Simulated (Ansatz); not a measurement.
Method: frozen-core CCSD(T)/cc-pVTZ // r2SCAN-D4/def2-TZVP (Ansatz, an electronic-structure program).

Ansatz 0.2 input:
```yaml
crystal:
  periodic: [false, false, false]
  atoms:
    - { symbol: S, position_ang: [1.439126, -1.04668, -0.52869] }
    - { symbol: Ga, position_ang: [-0.095969, 0.358912, 0.139951] }
    - { symbol: S, position_ang: [-2.226724, -0.107602, 0.19162] }
    - { symbol: Cl, position_ang: [0.493828, 2.307045, 0.785341] }
    - { symbol: H, position_ang: [2.425077, -0.158383, -0.308592] }
    - { symbol: H, position_ang: [-2.035338, -1.353291, -0.279629] }
basis:
  gaussian: { orbitals: cc-pVTZ }
correlation:
  method: ccsd_t
```

Output:

```
Functional definition: HF
1033 factors; integrals over basis functions are off by at most 9.1e-4 eV
mean field evaluation 1: about -86509.2246 eV, gradient 2.1e1 eV
mean field evaluation 2: about -86509.3456 eV, gradient 2.1e1 eV
mean field evaluation 4: about -86510.9192 eV, gradient 2.7e0 eV
mean field evaluation 8: about -86510.9599 eV, gradient 2.2e-1 eV
mean field evaluation 16: about -86510.4970 eV, gradient 1.1e1 eV
mean field -86510.96021294 eV, -3179.2191485906 hartree, gradient 8.4e-6 eV, S^2 0.000000; 0 other end points of the search recorded, 0 dependent functions left out
24 core orbitals not correlated
reference -86510.96021294 eV, -3179.2191485906 hartree; 17, 17 occupied and 132, 132 virtual orbitals, 1033 factors
second order -18.77630422 eV of doubles, -0.00000000 eV of singles
cycle   1  -19.51262866 eV  change   -7.4e-1 eV  update   1.0e-1
cycle   2  -20.02976488 eV  change   -5.2e-1 eV  update   2.8e-2
cycle   3  -20.11146257 eV  change   -8.2e-2 eV  update   1.4e-2
cycle   4  -20.10396507 eV  change    7.5e-3 eV  update   3.2e-3
cycle   5  -20.10267212 eV  change    1.3e-3 eV  update   1.1e-3
cycle   6  -20.10226291 eV  change    4.1e-4 eV  update   3.5e-4
cycle   7  -20.10222110 eV  change    4.2e-5 eV  update   1.1e-4
cycle   8  -20.10225988 eV  change   -3.9e-5 eV  update   3.6e-5
perturbative correction -0.97652800 eV, -0.0358867419 hartree
Total energy: -86532.03900082 eV, -3179.9937797574 hartree
```

Cost: about 60 core-seconds (a rough figure).
